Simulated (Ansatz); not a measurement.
```yaml
crystal:
  periodic: [false, false, false]
  atoms:
    - {symbol: C, position_ang: [2.025312, 0.990444, -0.276739]}
    - {symbol: Al, position_ang: [0.652259, 0.063832, 0.719422]}
    - {symbol: O, position_ang: [0.916764, -0.317034, 2.347971]}
    - {symbol: O, position_ang: [-0.808697, -0.380768, 0.002478]}
    - {symbol: Si, position_ang: [-2.150317, -0.710650, -0.842546]}
    - {symbol: H, position_ang: [2.856269, 1.289035, 0.365191]}
    - {symbol: H, position_ang: [2.425401, 0.355071, -1.072476]}
    - {symbol: H, position_ang: [1.625417, 1.886011, -0.760407]}
    - {symbol: H, position_ang: [0.277018, -0.776847, 2.888824]}
    - {symbol: H, position_ang: [-2.040204, -2.050290, -1.481083]}
    - {symbol: H, position_ang: [-3.339014, -0.709046, 0.052960]}
    - {symbol: H, position_ang: [-2.363209, 0.305241, -1.909695]}
basis:
  gaussian: {orbitals: aug-cc-pVTZ}
total_charge: 2
hamiltonian: {xc: {name: B97}}
output: {forces: true}
```

```sh
$ ansatz run in.yaml --threads 4 --pin off --events-out ev --progress --plain --max-ram 10444MiB
```

Output, abridged:

```
Functional definition: B97
1784 factors; their error is unknown
mean field evaluation 1: about -19644.3999 eV, gradient 1.6e2 eV
mean field evaluation 2: about -18910.8843 eV, gradient 4.1e2 eV
mean field evaluation 4: about -19655.7806 eV, gradient 1.1e2 eV
mean field evaluation 8: about -19676.7757 eV, gradient 6.9e1 eV
mean field evaluation 16: about -19696.8564 eV, gradient 3.0e0 eV
mean field evaluation 32: about -19696.9281 eV, gradient 1.2e-2 eV
mean field evaluation 64: about -19696.9428 eV, gradient 4.6e-3 eV
mean field -19696.94278480 eV, -723.8492962742 hartree, gradient 1.9e-6 eV, S^2 0.000000; 12 other end points of the search recorded, 0 dependent functions left out
reference -19696.94281963 eV, -723.8492975539 hartree; 27, 27 occupied and 372, 372 virtual orbitals, 1784 factors
Total energy: -19696.94281963 eV, -723.8492975539 hartree
Atom 0 at     2.025312     0.990444    -0.276739 Å, force     2.110872     1.618756    -2.558383 eV/Å
Atom 1 at     0.652259     0.063832     0.719422 Å, force     0.098930    -0.189888     1.192689 eV/Å
Atom 2 at     0.916764    -0.317034     2.347971 Å, force     0.311837     0.192925     0.001717 eV/Å
Atom 3 at    -0.808697    -0.380768     0.002478 Å, force     0.130690     0.453631    -0.137512 eV/Å
Atom 4 at    -2.150317    -0.710650    -0.842546 Å, force    -0.640598    -2.454790    -0.052512 eV/Å
Atom 5 at     2.856269     1.289035     0.365191 Å, force    -0.192150    -0.350068     1.247700 eV/Å
Atom 6 at     2.425401     0.355071    -1.072476 Å, force    -0.383215    -0.712292     0.006977 eV/Å
Atom 7 at     1.625417     1.886011    -0.760407 Å, force    -0.777371     0.069734     0.169826 eV/Å
Atom 8 at     0.277018    -0.776847     2.888824 Å, force    -0.355948    -0.473560     0.649400 eV/Å
Atom 9 at    -2.040204    -2.050290    -1.481083 Å, force     0.349751     0.102970    -0.365238 eV/Å
Atom 10 at    -3.339014    -0.709046     0.052960 Å, force    -0.470889     0.797510     0.514485 eV/Å
Atom 11 at    -2.363209     0.305241    -1.909695 Å, force    -0.181909     0.945070    -0.669149 eV/Å
Dipole moment:    -0.211222     0.231167    -0.548252 e Å
```

In this input the charge is far from anything that the molecule holds. Self-consistency was reached. The result belongs to that input, not to the molecule as meant.
